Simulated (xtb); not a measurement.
xtb input:

```bash
xtb mol.xyz --gfn 2 --sp --chrg 0 --uhf 0
```
mol.xyz:
```
8

C     -2.70349600    -0.42430344     0.12072105
Sn    -0.58265597    -0.09144564     0.02601773
I      0.53980891    -1.71595707    -1.81731220
I     -0.06539195     2.47130838    -0.65336417
I      0.55315964    -0.59407706     2.42479129
H     -2.86945045    -1.46312114     0.39597233
H     -3.11644328     0.24577358     0.87099945
H     -3.12189194    -0.21208485    -0.86027562
```

Which total energy does the run end on?

-17.36207 Eh (GFN2-xTB).
